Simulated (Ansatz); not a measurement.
Sn12O20H17³⁺ (started as a model of: [(RSn)12O14(OH)6]2+, R = H), relaxed as a singlet with RKS PBE-D4/def2-SVP in Ansatz, starting from the GFN1-xTB geometry. Force threshold 0.03 eV/Å.

In the def2 sets Sn takes a core potential; there is no spin–orbit coupling. Single mean-field runs in def2-SVP are fitted with def2-universal-jkfit.

Start:

```xyz
49

Sn   -1.8775    2.1755    0.3394
Sn   -0.0327    2.6818   -2.0011
Sn    0.9400    3.0541    0.9965
Sn    0.5983   -0.1741   -3.0226
Sn    2.2492    0.4562    2.0647
Sn   -2.9898   -0.5797    1.0419
Sn   -0.6973    0.3405    2.9505
Sn   -2.2994   -0.2730   -1.9867
Sn    2.7325    0.7102   -0.9738
Sn    2.0707   -2.3234   -0.3833
Sn    0.0233   -2.5453    1.9632
Sn   -0.9344   -2.9117   -0.9905
O    -0.0911    1.7076   -0.1821
O    -2.2748    1.2057    1.9812
O    -3.0808    0.8978   -0.5054
O    -1.0559    1.0717   -2.7603
O     1.6046    1.5757   -2.3933
O     0.6648    1.7302    2.5410
O     2.5765    1.9482    0.6011
O    -0.7967   -1.5320   -2.5522
O     2.0442   -0.9766   -1.9630
O     0.9413   -0.8680    2.8033
O     2.8673   -0.6623    0.5739
O    -1.6775   -1.3371    2.2792
O    -2.5860   -1.6836   -0.5212
O     0.2180   -1.7145    0.1423
O    -1.9723    3.4092   -1.2330
O    -1.1306    3.7302    1.3544
O     0.9744    4.0767   -0.8215
O     1.8677   -3.3784    1.4275
O     0.9335   -3.7352   -1.4538
O    -1.1064   -3.9243    0.8456
H    -2.7802    3.6570   -1.6727
H    -1.5577    4.1493    2.0955
H     1.1232    5.0029   -0.9852
H     2.4071   -4.0484    1.8333
H     1.1844   -4.5189   -1.9304
H    -1.3217   -4.8326    1.0286
H    -0.1599    3.6145   -3.2913
H     1.5166    4.2557    1.8764
H     0.8733   -0.2387   -4.6031
H     3.3923    0.7239    3.1598
H    -4.5110   -0.6738    1.5460
H    -1.1108    0.4900    4.4941
H    -3.5389   -0.4401   -2.9915
H     4.2397    0.9217   -1.4896
H     3.4888   -2.9494   -0.7655
H    -0.1344   -3.3113    3.3563
H    -1.8141   -3.9538   -1.8226
```

```csv
step,energy (eV),largest force component (eV/Å),SCF passes
1,-111111.8407,4.203,28
2,-111118.1694,1.133,27
3,-111119.5549,0.401,22
4,-111119.6302,0.509,23
5,-111119.7198,0.304,22
6 (rejected),-111119.7027,0.155,22
7,-111119.7246,0.114,23
8,-111119.7284,0.047,22
9,-111119.7289,0.024,23
```

Force components are those of the run's own axes.

End:

```xyz
49

Sn   -2.124    2.383    0.393
Sn   -0.065    2.868   -2.163
Sn    0.992    3.274    1.100
Sn    0.639   -0.249   -3.182
Sn    2.379    0.418    2.182
Sn   -3.151   -0.681    1.106
Sn   -0.750    0.369    3.223
Sn   -2.501   -0.302   -2.176
Sn    2.974    0.774   -1.061
Sn    2.269   -2.486   -0.427
Sn    0.031   -2.728    2.134
Sn   -1.014   -3.129   -1.088
O    -0.207    2.042   -0.186
O    -2.356    1.147    2.018
O    -3.164    0.837   -0.475
O    -1.031    1.049   -2.783
O     1.558    1.551   -2.413
O     0.698    1.712    2.549
O     2.550    1.931    0.648
O    -0.873   -1.572   -2.591
O     2.139   -0.970   -1.961
O     0.904   -0.891    2.887
O     2.943   -0.662    0.516
O    -1.651   -1.345    2.361
O    -2.611   -1.712   -0.598
O     0.274   -1.969    0.156
O    -2.108    3.532   -1.326
O    -1.198    3.880    1.478
O     1.067    4.159   -0.862
O     1.965   -3.400    1.503
O     0.971   -3.781   -1.563
O    -1.222   -3.961    0.889
H    -2.888    3.873   -1.813
H    -1.576    4.380    2.232
H     1.381    5.062   -1.077
H     2.569   -4.008    1.975
H     1.232   -4.520   -2.148
H    -1.594   -4.837    1.118
H    -0.182    3.855   -3.553
H     1.631    4.550    2.039
H     0.958   -0.420   -4.850
H     3.615    0.598    3.344
H    -4.736   -0.982    1.658
H    -1.182    0.643    4.850
H    -3.814   -0.365   -3.264
H     4.546    1.137   -1.615
H     3.777   -3.192   -0.828
H    -0.129   -3.585    3.608
H    -1.935   -4.278   -1.961
```

By distances, no bond broke or formed. The bond that changes most is Sn10–O26, from 2.02 to 2.14 Å (atoms count from 1).

No frequencies were taken in this run, so the end may be a saddle point.

It took 49 s on 4 threads of AMD EPYC 7R13 on a shared host and a share (37 GiB) of an NVIDIA H100 80GB HBM3, peak host memory 1.4 GiB.
